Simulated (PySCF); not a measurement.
## Molecular orbitals of NaBe

TPSS at R = 2.911 Å; basis Na def2-TZVP, Be def2-TZVP; no relativity; PySCF 2.14. State: ²Σ⁺ (doublet), unpaired electrons σ ↑. Only the outer orbitals are listed, counted within each symmetry.

```tsv
spin	orbital	occ.	ε (eV)	on Na (%)	main shells (%)
α	3σ	1	-57.54	100	100 Na s
α	1π	1	-28.94	100	100 Na p
α	1π	1	-28.94	100	100 Na p
α	4σ	1	-28.90	100	100 Na p
α	5σ	1	-5.63	14	86 Be s, 10 Na s
α	6σ	1	-3.03	57	57 Na s, 39 Be p
α	7σ	0	-1.68	62	40 Na p, 35 Be p, 22 Na s
α	2π	0	-1.66	30	70 Be p, 29 Na p
α	2π	0	-1.66	30	70 Be p, 29 Na p
β	3σ	1	-57.49	100	100 Na s
β	1π	1	-28.89	100	100 Na p
β	1π	1	-28.89	100	100 Na p
β	4σ	1	-28.85	100	100 Na p
β	5σ	1	-5.23	14	82 Be s, 10 Na s
β	6σ	0	-2.36	84	70 Na s, 13 Na p, 9 Be p
β	2π	0	-1.50	28	72 Be p, 27 Na p
β	2π	0	-1.50	28	72 Be p, 27 Na p
```

Problem. Which are the highest filled and the lowest empty level, where do they sit, and how wide is the gap?

Solution. Highest filled α 6σ at -3.03 eV (in %: 57 Na s, 39 Be p); lowest empty β 6σ at -2.36 eV (in %: 70 Na s, 13 Na p, 9 Be p); the gap at TPSS is 0.67 eV.

The bond order (Mayer) is 0.75. The ⟨S²⟩ is 0.766, the charge on Na (Mulliken, basis-dependent) is 0.14 and the charge on Na (Löwdin, basis-dependent) is 0.06. The dipole moment (positive dipole means Na(−)Be(+)) is -3.05 D.

The state is the lowest determinant that a PBE0 search found; another state may lie lower at other levels.
